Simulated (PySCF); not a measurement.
Molfile (atoms numbered from 1):
```
C5H10Cl2Si
     RDKit          3D

 18 18  0  0  0  0  0  0  0  0999 V2000
   -0.9553   -1.2303   -1.2718 C   0  0  0  0  0  0  0  0  0  0  0  0
   -0.7726   -0.6237    0.1092 C   0  0  2  0  0  0  0  0  0  0  0  0
   -1.3660    1.1504    0.5535 Si  0  0  0  0  0  4  0  0  0  0  0  0
    0.3522    1.0007    1.3786 C   0  0  0  0  0  0  0  0  0  0  0  0
    0.6647   -0.2860    0.5884 C   0  0  2  0  0  0  0  0  0  0  0  0
    1.6462   -0.0428   -0.5373 C   0  0  0  0  0  0  0  0  0  0  0  0
    3.2733    0.2845    0.1255 Cl  0  0  0  0  0  0  0  0  0  0  0  0
    1.1719    1.3359   -1.5449 Cl  0  0  0  0  0  0  0  0  0  0  0  0
   -2.0108   -1.4390   -1.4347 H   0  0  0  0  0  0  0  0  0  0  0  0
   -0.6242   -0.5562   -2.0567 H   0  0  0  0  0  0  0  0  0  0  0  0
   -0.4101   -2.1701   -1.3656 H   0  0  0  0  0  0  0  0  0  0  0  0
   -1.1900   -1.3310    0.8320 H   0  0  0  0  0  0  0  0  0  0  0  0
   -1.5190    2.1046   -0.5357 H   0  0  0  0  0  0  0  0  0  0  0  0
   -2.5083    1.1977    1.4670 H   0  0  0  0  0  0  0  0  0  0  0  0
    0.3069    0.8057    2.4478 H   0  0  0  0  0  0  0  0  0  0  0  0
    1.0829    1.7903    1.2270 H   0  0  0  0  0  0  0  0  0  0  0  0
    1.1000   -1.0794    1.2046 H   0  0  0  0  0  0  0  0  0  0  0  0
    1.7495   -0.9048   -1.1986 H   0  0  0  0  0  0  0  0  0  0  0  0
  1  2  1  0
  2  3  1  0
  3  4  1  0
  4  5  1  0
  5  6  1  0
  6  7  1  0
  6  8  1  0
  5  2  1  0
  1  9  1  0
  1 10  1  0
  1 11  1  0
  2 12  1  1
  3 13  1  0
  3 14  1  0
  4 15  1  0
  4 16  1  0
  5 17  1  1
  6 18  1  0
M  END
```

- PBE0/pcSseg-1 with gauge-including orbitals
- coordinates at the GFN2-xTB level
- program: PySCF 2.14
- no relativistic terms, single conformer, no solvent, one averaged value for each set of equivalent atoms

References, each an isolated molecule treated in the same way: ¹³C, ¹H, ²⁹Si against TMS; ³⁵Cl against HCl.

| atoms | nucleus | count | δ (ppm) |
| --- | --- | --- | --- |
| C2 | ¹³C | 1 | ? |
| H15 | ¹H | 1 | ? |
| C5 | ¹³C | 1 | 51.0 |
| H13 | ¹H | 1 | 4.70 |
| Cl8 | ³⁵Cl | 1 | 232 |
| H14 | ¹H | 1 | 4.70 |
| H17 | ¹H | 1 | 2.88 |
| C6 | ¹³C | 1 | 91.2 |
| Si3 | ²⁹Si | 1 | ? |
| H18 | ¹H | 1 | 6.14 |
| C4 | ¹³C | 1 | 11.4 |
| Cl7 | ³⁵Cl | 1 | 268 |
| H12 | ¹H | 1 | 2.24 |
| H16 | ¹H | 1 | ? |
| H9/H10/H11 | ¹H | 3 | 1.26 |
| C1 | ¹³C | 1 | ? |

Question: Fill in the missing shifts.

Answer: 
- C2: 26.9 ppm, sp3 CH bonded to Si
- C1: 14.9 ppm, methyl carbon; saturated and bonded to C and H only
- H16: 1.69 ppm, hydrogen on an sp3 CH2 bonded to Si
- H15: 1.65 ppm, hydrogen on an sp3 CH2 bonded to Si
- Si3: -28.4 ppm, silicon bonded to 2 C, 2 H, in a 4-membered ring

Carbons that carry Cl, above all several Cl atoms, come out too deshielded, partly because spin–orbit coupling is missing. Shifts are as computed. Against solution values, carbons near 30 ppm lie about +3 ppm off and those near 130 ppm about +5 ppm; carbons on Cl a further +6 ppm. Of 1211 compounds with measured shifts, 218 miss one by over three times the rms of a fit or turn the order of signals round; such compounds aren't used in these exercises.
